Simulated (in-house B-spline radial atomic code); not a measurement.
Values are calculated unless marked as measured or tabulated.
## Building a PAW s channel for V, r_c = 3.01 bohr

V, [Ar] 3d3 4s2, non-relativistic PBE, spherical and spin-unpolarised, from an all-electron radial atomic-structure program (B-spline basis) (atomic units; all potentials screened as in the neutral atom).

Two all-electron partial waves φ1, φ2 are integrated outwards at E1 = ε(4s) = -0.170791 and E2 = E1 + 2 hartree; φ1 is the bound orbital and φ2 has unit norm inside r_c = 3.0139 bohr. Smooth partners are polynomials, r^1(a0 + a1 r² + a2 r⁴ + a3 r⁶), matched to φ and three derivatives at r_c, with no condition on the norm. The local potential is -1.95641 + (0.476418) r² + (-0.0516794) r⁴ + (0.00208017) r⁶ inside 2.5739 bohr and the all-electron one outside.

```csv
wave,φ(r_c),φ'(r_c),a0,a1,a2,a3
1,0.5905468,-0.05440814,0.2860598,-0.0004056896,-0.001670203,6.854873e-05
2,0.9687446,0.08928009,-2.583081,0.8196846,-0.07346541,0.002028785
```

Inside r_c the overlaps are <φi φj> = [[0.43995, -0.02636], [-0.02636, 1.00000]] and, for the smooth waves, [[0.54073, -0.59695], [-0.59695, 4.29467]]. With χj = (Ej − T − V_local) applied to smooth wave j, the program's quadrature gives the matrix B_ij = <smooth i, χj> as [[0.21610, -1.96546], [-0.82428, 9.08394]].

Q: Check the match of the first wave, and find the augmentation charges q_ij.

A: At r_c the four terms are 0.86216, -0.01111, -0.41535, 0.15485, which sum to 0.5905, φ1(r_c) to rounding. q_ij is the all-electron overlap less the smooth one: [[-0.10078, 0.57059], [0.57059, -3.29467]]. The smooth first wave has a norm of 0.5407 inside r_c against 0.4399, so q11 is negative and must stay small enough for the overlap operator to be positive.

Q: B isn't symmetric. Show that D_ij = B_ij + Ej q_ij is.

A: Integrating by parts gives B12 − B21 = (E1 − E2) q12: -1.96546 − (-0.82428) = -1.14118, and −2 × (0.57059) = -1.14118. So D12 = -1.96546 + (1.829209)(0.57059) = -0.92174 and D21 = -0.82428 + (-0.170791)(0.57059) = -0.92173; D11 = 0.23331, D22 = 3.05730. The projectors, p = (B⁻¹)ᵀ χ, are dual to the smooth waves; det B = 0.34.

Solving (T + V_local + Σ p D p) ψ = E (1 + Σ p q p) ψ in a sphere of 9 bohr, whose wall lifts the free-atom level a little, gives these levels:

```tsv
all-electron	one projector	two projectors
-0.169760	-0.169760	-0.169760
0.104486	0.100881	0.104252
0.465521	0.408765	0.464141
0.983629	0.671331	0.981085
1.649810	1.116410	1.649380
```

Q: What does the second projector gain?

A: With one projector the errors are 0.00, -3.60, -56.76 millihartree, and the level at 0.6713 is out of step with the all-electron series: an extra state, or one far too low, so the pairing ends there; skipping it, the next levels are off by +132.8 millihartree. With two the errors are 0.00, -0.23, -1.38, -2.54, -0.43 millihartree. The scattering is exact at E1 and at E2 = 1.829, and over all levels compared the largest error is 2.5 millihartree. The lowest eigenvalue of the overlap operator is 0.609 with one and 0.1075 with two projectors. The smooth orbital alone needs a cutoff of 1.55 hartree for 1 millihartree of kinetic energy, against 2.98 for a norm-conserving Troullier-Martins orbital of the same radius; part of the gain comes from giving up the norm, part from the simpler form.
